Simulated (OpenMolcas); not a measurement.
Results of a calculation; reference values are marked as such.
## Os4+: input and output

Input:

```
&GATEWAY
Coord
1

Os 0.0 0.0 0.0
Basis=ANO-R0
Group=XYZ
NoMove
AngMom=0.0 0.0 0.0
AMFI
&SEWARD
&RASSCF
FileOrb=start.orb
Symmetry=1
Spin=5
nActEl=4 0 0
Inactive=15 19
Ras2=5 0
CIRoot=5 5 1
SDav=5
CIMx=300
Iter=120 100
PrWF=0.3
OrbListing=Nothing
MaxOrb=0
Atom
>>> COPY $Project.JobIph JOB001
&RASSCF
FileOrb=start.orb
Symmetry=1
Spin=3
nActEl=4 0 0
Inactive=15 19
Ras2=5 0
CIRoot=45 45 1
SDav=45
CIMx=300
Iter=120 100
PrWF=0.3
OrbListing=Nothing
MaxOrb=0
Atom
>>> COPY $Project.JobIph JOB002
&RASSCF
FileOrb=start.orb
Symmetry=1
Spin=1
nActEl=4 0 0
Inactive=15 19
Ras2=5 0
CIRoot=50 50 1
SDav=50
CIMx=300
Iter=120 100
PrWF=0.3
OrbListing=Nothing
MaxOrb=0
Atom
>>> COPY $Project.JobIph JOB003
&RASSI
NrOfJobIphs=3 5 45 50
1 2 3 4 5
1 2 3 4 5 6 7 8 9 10 11 12 13 14 15 16 17 18 19 20 21 22 23 24 25 26 27
28 29 30 31 32 33 34 35 36 37 38 39 40 41 42 43 44 45
1 2 3 4 5 6 7 8 9 10 11 12 13 14 15 16 17 18 19 20 21 22 23 24 25 26 27
28 29 30 31 32 33 34 35 36 37 38 39 40 41 42 43 44 45 46 47 48 49 50
IphNames
JOB001
JOB002
JOB003
EJob
SpinOrbit
DIPRint=1.0
SOCoupling=1000.0
Subsets=2
MEES
Property=10
'ANGMOM' 1 'ANGMOM' 2 'ANGMOM' 3 'MLTPL  1' 1 'MLTPL  1' 2 'MLTPL  1' 3
'AMFI' 1 'AMFI' 2 'AMFI' 3 'MLTPL  2' 6
SOProperty=3
'ANGMOM' 1 'ANGMOM' 2 'ANGMOM' 3
```

Launched by
```bash
OMP_NUM_THREADS=1 MOLCAS_MEM=2252 MOLCAS_PROJECT=a pymolcas a.inp > a.log  # once for each step of the input, in one work folder
```

A driver script runs the steps one by one and writes start.orb anew before each from the orbitals found so far.

Output, cut to the results:

```
--- SEWARD ---
Basis set label: OS.ANO-R...6S4P3D1F.

      Electronic valence basis set:
      ------------------
      Associated Effective Charge  76.000000 au
      Associated Actual Charge     76.000000 au
      Nuclear Model: Finite nucleus - Gaussian distribution
        Gaussian exponent, Xi/bohr**(-2):  1.44428E+08

      Shell  nPrim  nBasis  Cartesian Spherical Contaminant
         s      25       6        X
         p      20       4        X
         d      15       3                 X
         f      10       1                 X
                  Relativistic X2C integrals
                  Atomic mean-field integrals
--- RASSCF ---
Wave function specifications:
      -----------------------------

      Number of closed shell electrons          68
      Number of electrons in active shells       4
      Max number of holes in RAS1 space          0
      Max nr of electrons in RAS3 space          0
      Number of inactive orbitals               34
      Number of active orbitals                  5
      Number of secondary orbitals               1
      Spin quantum number                      2.0
      State symmetry                             1
Orbital specifications:
      -----------------------

      Symmetry species                           1   2
                                                ag  au
      Frozen orbitals                            0   0
      Inactive orbitals                         15  19
      Active orbitals                            5   0
      RAS1 orbitals                              0   0
      RAS2 orbitals                              5   0
      RAS3 orbitals                              0   0
      Secondary orbitals                         1   0
      Deleted orbitals                           0   0
      Number of basis functions                 21  19
      Number of CSFs                             5
      Number of root(s) required                 5
      Iter CI   SX   CI       RASSCF       Energy    max ROT     max BLB   max BLB  Level Ln srch  Step   QN
          iter iter root      energy       change     param      element    value   shift minimum  type update
 Nr of preliminary CI iterations:   1
      Total energies have been shifted. Add               -17000.00 au
        1   1    2    0  -246.66749390    0.00E+00   1.49E-09    1  21 1 -3.57E-06   0.00   0.00    SX    NO
        2   1    1    0  -246.66749390    0.00E+00   0.00E+00    2  21 1 -1.17E-09   0.00   0.00    SX    NO
        3   1    1    0  -246.66749390   -2.18E-11   0.00E+00    2  21 1 -1.17E-09   0.00   0.00    SX    NO
        4   1    1    0  -246.66749390    1.09E-11   0.00E+00    2  21 1 -1.17E-09   0.00   0.00    SX    NO
      Convergence after  4 iterations
        5   1    1    0  -246.66749390   -1.09E-11   0.00E+00    2  21 1 -1.17E-09   0.00   0.00    SX    NO
      Natural orbitals and occupation numbers for root  1
      sym 1:   1.000000   1.000000  -0.000000   1.000000   1.000000
      Natural orbitals and occupation numbers for root  2
      sym 1:   1.000000   1.000000   1.000000   0.000000   1.000000
      Natural orbitals and occupation numbers for root  3
      sym 1:   1.000000   1.000000   1.000000   1.000000   0.000000
::    RASSCF root number  1 Total energy: -17246.66749390
::    RASSCF root number  2 Total energy: -17246.66749390
::    RASSCF root number  3 Total energy: -17246.66749390
::    RASSCF root number  4 Total energy: -17246.66749390
::    RASSCF root number  5 Total energy: -17246.66749390
--- RASSCF ---
Wave function specifications:
      -----------------------------

      Number of closed shell electrons          68
      Number of electrons in active shells       4
      Max number of holes in RAS1 space          0
      Max nr of electrons in RAS3 space          0
      Number of inactive orbitals               34
      Number of active orbitals                  5
      Number of secondary orbitals               1
      Spin quantum number                      1.0
      State symmetry                             1
Orbital specifications:
      -----------------------

      Symmetry species                           1   2
                                                ag  au
      Frozen orbitals                            0   0
      Inactive orbitals                         15  19
      Active orbitals                            5   0
      RAS1 orbitals                              0   0
...
--- RASSI ---
SPIN-FREE ENERGIES:
  (Shifted by EMIN (a.u.) =     -17246.6674938963)

 SF State       Relative EMIN(au)   Rel lowest level(eV)    D:o, cm**(-1)      L_eff

     1             0.0000000000        0.0000000000              0.0000         2.0
     2             0.0000000000        0.0000000000              0.0000         2.0
     3             0.0000000000        0.0000000000              0.0000         2.0
     4             0.0000000000        0.0000000000              0.0000         2.0
     5             0.0000000000        0.0000000000              0.0000         2.0
     6             0.0686018920        1.8667525818          15056.3750         5.0
     7             0.0686018920        1.8667525818          15056.3750         5.0
     8             0.0686018920        1.8667525818          15056.3750         5.0
     9             0.0686018920        1.8667525818          15056.3750         5.0
    10             0.0686018920        1.8667525818          15056.3750         5.0
    11             0.0686018920        1.8667525818          15056.3750         5.0
    12             0.0686018920        1.8667525818          15056.3750         5.0
    13             0.0686018920        1.8667525818          15056.3750         5.0
    14             0.0686018920        1.8667525818          15056.3750         5.0
    15             0.0686018920        1.8667525818          15056.3750         5.0
    16             0.0686018920        1.8667525818          15056.3750         5.0
    17             0.0772086172        2.1009535052          16945.3328         1.0
    18             0.0772086172        2.1009535052          16945.3328         1.0
    19             0.0772086172        2.1009535052          16945.3328         1.0
    20             0.0788911862        2.1467385397          17314.6140         3.0
    21             0.0788911862        2.1467385397          17314.6140         3.0
...
```

Levels above the lowest, from the spin-orbit matrix, grouped by J:

```csv
Configuration,Term,J,E (cm-1),g,Term weight %,Second
5d4,5D,0,0.0,,77,21 3P(1)
5d4,5D,1,2459,1.499,90,10 3P(1)
5d4,5D,2,5054,1.488,95,2 3P(1)
5d4,5D,3,7398,1.477,93,4 3F(1)
5d4,5D,4,9389,1.454,84,13 3F(1)
5d4,3P(1),0,16449,,65,22 5D
5d4,3H,4,17779,0.924,63,14 3G
5d4,3G,3,21588,0.895,61,31 3F(1)
5d4,3H,5,21624,1.065,81,19 3G
5d4,3P(1),1,22185,1.428,84,8 5D
5d4,3F(1),2,22573,0.751,80,12 1D(1)
5d4,3H,6,23444,1.135,81,19 1I
5d4,3G,4,25559,1.076,35,32 3F(1)
5d4,3G,4,27599,1.097,38,31 1G(1)
5d4,3P(1),2,27623,1.352,59,35 3D
5d4,3F(1),3,28789,1.002,63,27 3G
5d4,3D,3,31011,1.261,79,8 3G
5d4,3G,5,31229,1.169,81,19 3H
5d4,3D,2,32809,1.168,33,25 3P(1)
5d4,1I,6,33175,1.032,81,19 3H
5d4,3D,1,34320,0.584,91,6 3P(1)
5d4,1G(1),4,38116,1.060,54,19 3F(1)
5d4,1S(1),0,39335,,81,14 3P(1)
5d4,1D(1),2,40604,1.084,43,19 3D
```

Without dynamic correlation excited terms often stand tens of per cent too high (terms of higher spin than the ground term too low), and those without a measured partner can miss by more than the paired ones. The basis is small and was not contracted for so high a charge. Only configurations of the active space appear. The table shows the lowest 24 of 34 levels.

The RASSCF and RASSI steps took 23 s on 1 thread of AMD EPYC 9R45 (Zen 5) (shared host); the integral step is not counted.

The term weight is that of the spin-free term in the level, not the purity of its configuration. A number in round brackets counts repeated terms of one configuration in the order of the reference energies.
